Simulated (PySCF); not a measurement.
PySCF 2.14 output of an unrestricted BLYP calculation on a single atom or ion in aug-cc-pCVTZ-DK with one added diffuse shell each of s, p, d, f type (9s8p6d4f, 91 functions), with the spin-free X2C one-electron Hamiltonian (Gaussian nucleus):

```
SCF conv_tol = 1e-09
number electrons alpha = 7  beta = 6
    A. D. Becke.,  Phys. Rev. A 38, 3098 (1988)
    C. Lee, W. Yang, and R. G. Parr.,  Phys. Rev. B 37, 785 (1988)
    B. Miehlich, A. Savin, H. Stoll, and H. Preuss.,  Chem. Phys. Lett. 157, 200 (1989)
cycle= 1 E= -242.712575302544  delta_E= -0.0108  |g|= 0.0146  |ddm|= 0.715
cycle= 2 E= -242.712616701128  delta_E= -4.14e-05  |g|= 0.00768  |ddm|= 0.0888
cycle= 3 E= -242.712622597472  delta_E= -5.9e-06  |g|= 0.00107  |ddm|= 0.00928
cycle= 4 E= -242.712622759802  delta_E= -1.62e-07  |g|= 9.82e-05  |ddm|= 0.00384
cycle= 5 E= -242.712622764031  delta_E= -4.23e-09  |g|= 9.49e-06  |ddm|= 0.000925
cycle= 6 E= -242.712622764145  delta_E= -1.14e-10  |g|= 9.62e-07  |ddm|= 0.000365
converged SCF energy = -242.712622764145  <S^2> = 0.75002489  2S+1 = 2.0000249
```

The run itself started from symmetry-adapted Hartree-Fock orbitals and held the occupation by maximum overlap, on a logarithmic radial grid, so the iterations belong to that start.

Which element, charge and spin multiplicity is this?

Al (aluminium, neutral), multiplicity 2; the state was [Ne] 3s2 4s1, 2S determinant (an excited configuration).

The outer electron is Rydberg-like, and this basis confines it to a smaller radius and binds it less than a complete one would.
